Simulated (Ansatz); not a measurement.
Relaxation of AlH5N2O (9 atoms, charge 0, multiplicity 1), to a largest force component of 0.02 eV/Å in at most 50 steps.

Computed with RKS PBE0/def2-mTZVP in Ansatz 0.2.0.

```xyz
9
Properties=species:S:1:pos:R:3:forces:R:3
N -0.214 1.390 -1.178 -3.29 -0.39 0.07
Al -0.105 0.000 0.064 0.37 -0.26 -0.14
N 1.345 -1.200 -0.059 0.15 1.67 2.15
O -1.291 -0.204 1.372 1.58 1.65 0.70
H -0.371 0.993 -2.150 0.56 0.82 1.35
H -1.158 1.943 -0.975 2.58 -1.35 -0.62
H 1.891 -1.164 0.882 -1.14 -0.27 -2.17
H 1.017 -2.144 -0.151 0.01 -0.67 0.06
H -1.025 0.341 2.177 -0.81 -1.19 -1.40
```

Task: Where does it end, and by what steps?

Result: The run converged. After 14 steps the energy has fallen by 1.264 eV; H8 moved furthest, 1.01 Å.

```tsv
step	energy less start (eV)	largest force component (eV/Å)	accepted
0	0.0000	3.295	yes
1	-0.5099	1.715	yes
2	-0.8874	0.657	yes
3	-0.9636	0.354	yes
4	-1.0142	0.698	yes
5	-1.0171	1.808	yes
6	-1.1702	0.512	yes
7	-1.2379	0.141	yes
8	-1.2593	0.186	yes
9	-1.2596	0.161	yes
10	-1.2596	0.126	no
11	-1.2630	0.044	yes
12	-1.2629	0.098	no
13	-1.2637	0.027	yes
14	-1.2641	0.003	yes
```

```xyz
9
Properties=species:S:1:pos:R:3
N -0.543 1.022 -1.262
Al -0.145 0.098 0.192
N 1.090 -1.174 0.166
O -1.006 0.503 1.605
H -0.082 0.951 -2.156
H -1.266 1.725 -1.297
H 1.410 -1.689 0.972
H 1.585 -1.484 -0.656
H -0.955 0.002 2.420
```

Run time: 36 s on 2 threads of Intel(R) Xeon(R) Platinum 8259CL CPU @ 2.50GHz (Skylake/Cascade Lake), on a shared host, peak memory 0.21 GiB.
